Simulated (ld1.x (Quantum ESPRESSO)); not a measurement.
**Varying the TM potential for Os**

Base potential:

```json
{"Element": "Os (Z = 76)", "Generator": "ld1.x (Quantum ESPRESSO) 7.5", "Type": "norm-conserving Troullier–Martins (Kleinman–Bylander form)", "Functional": "PBE", "Relativity": "scalar-relativistic", "Frozen core": "[Xe] 4f14", "Valence charge": "8", "Reference configuration": "5d6 6s1.75 6p0.25", "Partial waves": "6p (bound): rc 3.70 bohr; 5d (bound): rc 1.40 bohr; 6s (bound): rc 2.25 bohr", "Local potential": "the s channel", "Core correction": "none"}
```

Cutoffs, loose and tight: the cutoffs (Ry, on a coarse ladder) from which the occupation-weighted sum of valence levels, in a spherical-Bessel basis at the reference potential, stays within 10 and 1 mRy of its value at 400 Ry. They do not see the model core or the augmentation charge, which bear on the density cutoff. Test errors are all-electron minus pseudo excitation energies from the reference, over the configurations 5d6 6s2 6p0; 5d6 6s1 6p0; 5d6 6s0 6p0; 5d6 6s1.5 6p0; 5d5 6s2 6p1; 5d5 6s2 6p0; 5d5 6s0 6p0. A dash means not determined; rows that change the core or the reference have their own tests.

```tsv
change	outcome	cutoff, loose	cutoff, tight	bound ghosts	largest test error (meV)
base	generated	35 Ry	70 Ry	none	-57
reference 5d6 6s2 6p0	generated	35 Ry	70 Ry	none	-154
core correction a·sin(br)/r model core inside 1.34 bohr	generated	35 Ry	70 Ry	none	-165
fully relativistic	generated	35 Ry	70 Ry	none	-59
functional PBEsol	generated	35 Ry	70 Ry	none	-63
wave 6p (bound): rc 3.70 bohr becomes 6p (bound): rc 4.80 bohr	generated	35 Ry	70 Ry	none	-47
wave 5d (bound): rc 1.40 bohr becomes 5d (bound): rc 1.36 bohr	generated	35 Ry	70 Ry	none	-57
local potential all-electron potential smoothed inside 3.05 bohr (lloc = -1)	generated	35 Ry	70 Ry	none	-46
```

Question: What comes out with this change to the base: all radii scaled by about 1.18 (s 2.64, p 4.36, d 1.64 bohr)?

Answer: outcome: generated; cutoff, loose: 35 Ry; cutoff, tight: 55 Ry; bound ghosts: none; largest test error (meV): -43.
